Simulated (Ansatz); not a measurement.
System: isocyanato(trimethyl)germane, C4H9GeNO, net charge 0, singlet state. 
Geometry from a B3LYP-D3(BJ)/def2-TZVP (Ansatz, a quantum-chemistry and plane-wave program) optimisation:
```xyz
16

C     -0.9128    -0.9688     1.6440
Ge    -0.3600     0.3548     0.3121
C      1.0185     1.5704     0.9855
C     -1.8705     1.2951    -0.4917
N      0.4098    -0.5967    -1.0987
C      1.2968    -1.3466    -1.3890
O      2.1440    -2.0811    -1.7364
H     -0.0464    -1.5177     2.0124
H     -1.3980    -0.4745     2.4867
H     -1.6139    -1.6753     1.2008
H      1.3571     2.2308     0.1878
H      1.8714     1.0038     1.3584
H      0.6196     2.1780     1.7988
H     -2.3927     1.8874     0.2604
H     -1.5196     1.9596    -1.2807
H     -2.5696     0.5791    -0.9226
```
Charge 0, spin multiplicity 1.

Total electronic energies in hartree. Valence correlation only, unless marked. No spin-orbit coupling. Frozen are the shells of the preceding noble gas and the d and f shells that filled before the atom's block. No relativistic terms. Basis-set limits of correlation are two-point, X^-3; Hartree-Fock from the larger set. [CCSD(T)-MP2]/basis is that difference in the basis named.

| level | program | energy (Eh) |
|---|---|---|
| HF/6-31G* | Ansatz | -2361.15958 |
| HF/cc-pVTZ | Ansatz | -2361.60395 |
| RI-HF/aug-cc-pVQZ | Ansatz | -2361.62822 |
| PBE-D4/def2-TZVPD | Ansatz + dftd4 | -2364.34003 |
| revPBE-D3(BJ)/def2-TZVPD | Ansatz + dftd3 | (withheld) |
| r2SCAN-D4/def2-TZVPD | Ansatz + dftd4 | (withheld) |
| B3LYP-D3(BJ)/def2-TZVPD | Ansatz + dftd3 | -2365.07842 |
| B3LYP/def2-TZVPD | Ansatz | -2365.05481 |
| PBE0-D3(BJ)/def2-TZVP | Ansatz + dftd3 | -2364.41211 |
| B2GP-PLYP-D4/def2-TZVPD | Ansatz + dftd4 | (withheld) |
| MP2/6-31G* | Ansatz | -2362.09262 |
| SCS-MP2/aug-cc-pVTZ | Ansatz | -2362.84223 |
| CCSD(T)/6-31G | Ansatz | -2361.70386 |
| RI-MP2/CBS(cc-pVTZ,cc-pVQZ)+[CCSD(T)-MP2]/cc-pVDZ | Ansatz | -2363.0813 |
| CCSD(T)/CBS(cc-pVTZ,cc-pVQZ) | Ansatz | -2363.0724 |

Problem. What belongs in the gaps?

Solution. 
- revPBE-D3(BJ)/def2-TZVPD, energy (Eh): -2364.78744
- r2SCAN-D4/def2-TZVPD, energy (Eh): -2364.83563
- B2GP-PLYP-D4/def2-TZVPD, energy (Eh): -2364.15058
